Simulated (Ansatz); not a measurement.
`C=[CH][GeH]([NH2])[Cl]` → ethylene + `[NH2][Ge][Cl]`  (germylene formation by 1,1-elimination)

Calculated with Ansatz (gas phase, PBE0-D4/def2-TZVP geometries, no zero-point term in ΔE). CBS: MP2 limit from def2 TZ/QZ plus the TZ coupled-cluster correction, frozen cores. This one scheme is used for every species. Functionals use def2-TZVPP. B3LYP here is the variant with VWN-RPA as its local correlation; programs differ in this. For Ge outer-core shells are correlated without core-valence functions, which leaves a few kJ/mol of doubt a bond. Scalar relativity is left out up to krypton. Each species was taken in one conformer, which may not be the lowest.

`C=[CH][GeH]([NH2])[Cl]`:

Cartesian coordinates in Å:
```
C -0.621 -1.975 0.002
C 0.069 -1.004 -0.579
Ge 0.649 0.590 0.337
N 0.033 2.042 -0.573
Cl -0.145 0.469 2.365
H -0.902 -1.928 1.050
H -0.935 -2.858 -0.548
H 0.332 -1.082 -1.632
H 2.164 0.758 0.504
H 0.321 2.936 -0.202
H -0.966 2.052 -0.725
```

`C=C`:

Z-matrix (Å, degrees):
```
C
C 1 1.323
H 1 1.085 2 121.7
H 1 1.085 2 121.7 3 -180.0
H 2 1.085 1 121.7 3 -0.0
H 2 1.085 1 121.7 3 -180.0
```

`[NH2][Ge][Cl]`:

Cartesian coordinates in Å:
```
N -0.506 0.171 0.451
Ge 0.297 -1.270 -0.296
Cl 1.724 -0.113 -1.524
H -0.254 1.128 0.254
H -1.260 0.085 1.115
```

CCSD(T)/CBS gives +8.2 kcal/mol.

**Question.** Another level gave +4.7 kcal/mol. Which?
A. B3LYP-D4/def2-TZVPP
B. ωB97M-V/def2-TZVPP
C. CCSD(T)/def2-TZVPP
D. B2PLYP/def2-TZVPP

**Answer.** D. B2PLYP 4.7, CCSD(T)/def2-TZVPP 11.5, ωB97M-V 6.4, B3LYP-D4 2.9 kcal/mol.

Largest T1 diagnostic among the species: 0.013.

The D4 term adds +3.9 kcal/mol with B3LYP and +2.2 kcal/mol with PBE0; it sums over pairs of atoms, weighted by their polarisabilities, and B3LYP, whose exchange is more repulsive, gets the larger term. From PBE to PBE0 (25 % exact exchange), in def2-TZVPP and without D4, ΔE moves by +4.6 kcal/mol.
